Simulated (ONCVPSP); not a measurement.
Transferability test, ONCV potential for Lu

ONCVPSP 4.0.1 input, shortened (lines: element, Z, core and valence counts, functional; n l f; lmax; l rc ep ncon nbas qcut; lloc lpopt rc5 dvloc0; l nproj debl; icmod fcfact rcfact), LDA (Perdew-Wang 92), fully relativistic:

```
  Lu 71.00    9    5  -001012      upf
    1    0    2.00
    2    0    2.00
    2    1    6.00
    3    0    2.00
    3    1    6.00
    3    2   10.00
    4    0    2.00
    4    1    6.00
    4    2   10.00
    4    3   14.00
    5    0    2.00
    5    1    6.00
    5    2    1.00
    6    0    2.00
    3
    0    2.05    0.00    4    7    6.00
    1    1.55    0.00    4    7    5.60
    2    2.65    0.00    5   10    5.30
    3    0.70    0.00    3    8   22.80
    4    3    0.65    0.00
    0    2    2.80
    1    2    3.00
    2    2    1.80
    3    2    0.90
    3    1.75    1.75
```

Open shells are filled in proportion to 2j + 1.

Energies are relative to the spin-unpolarised reference configuration 4f14 5s2 5p6 5d1 6s2; without spin polarisation the order of configurations can differ from experiment. Not all tests gave a result: 1 of 4 tests not solved or not reliable.

| valence configuration | charge | ΔE all-electron (eV) | error AE − PS (meV) |
| --- | --- | --- | --- |
| 4f14 5s2 5p6 5d1 6s1 | +1 | 7.577 | +0.7 |
| 4f14 5s2 5p6 5d1 6s0 | +2 | 21.142 | +0.4 |
| 4f13 5s2 5p6 5d2 6s2 | 0 | 10.827 | -143 |

Levels in the configuration 4f14 5s2 5p6 5d1 6s1:

```
   level  all-electron (eV)  pseudo (eV)
4f j=7/2            -15.917      -15.950
4f j=5/2            -17.443      -17.458
5s j=1/2            -67.881      -67.885
5p j=3/2            -36.628      -36.623
5p j=1/2            -43.580      -43.577
5d j=5/2             -7.993       -7.991
5d j=3/2             -8.392       -8.390
6s j=1/2            -10.484      -10.485
```

Note: ghosts flagged at negative energy: s at -371.3 eV, p3/2 at -36.2 eV, d3/2 at -232.1 eV; GHOST(+) flagged for p1/2 at 11.6 eV. A true bound ghost makes a file unfit for plane-wave use.
